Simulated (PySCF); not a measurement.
Molecule: `B[C@]12CC[C@H](C1)C2`, C6H11B.

Bonds (- single, = double, # triple, : aromatic): B1-C2, C2-C3, C3-C4, C4-C5, C5-C6, C5-C7, C6-C2, C7-C2. B1 carries H8, H9; C3 carries H10, H11; C4 carries H12, H13; C5 carries H14; C6 carries H15, H16; C7 carries H17, H18. Stereochemistry as in B[C@]12CC[C@H](C1)C2. H16, H18 are cis to C4 on the ring; H15, H17 are trans to C4 on the ring.

Frames of a GFN2-xTB Langevin trajectory at 200 K; GIAO PBE0/pcSseg-1 shieldings in PySCF, gas phase, non-relativistic; equivalent atoms averaged within each frame.

Shifts are taken against calculated references (same method and geometry level): ¹¹B (σref 100.07) vs BF3·OEt2; ¹³C (σref 186.93), ¹H (σref 31.72) vs TMS. The references are static minima.

Problem. How do the shifts (ppm) fluctuate along the trajectory?

Solution. 
```csv
time (fs),B1,C2,C6/C7,C5,C4,C3,H8/H9,H14,H12/H13,H10/H11
250,84.1,67.7,46.5,42.5,35.5,34.2,7.62,2.64,2.31,2.29
425,90.5,54.2,47.0,40.5,30.9,35.3,7.88,3.23,2.13,2.30
625,86.2,55.4,45.3,47.9,35.1,40.6,7.84,2.61,2.35,2.23
800,87.4,56.1,45.7,42.0,33.6,47.3,7.74,1.72,1.65,3.25
1000,88.4,56.0,44.9,39.2,29.2,38.0,7.99,2.16,1.26,2.32
mean of frames,87.3,57.9,45.9,42.4,32.8,39.1,7.82,2.47,1.94,2.48
standard deviation,2.4,5.6,0.8,3.3,2.7,5.2,0.14,0.57,0.47,0.43
```

5 frames give an uncertainty of the mean of about the standard deviation over 2.2 at best, since frames this close in time may not be independent; classical motion lacks zero-point vibration, and the reference would need the same averaging.
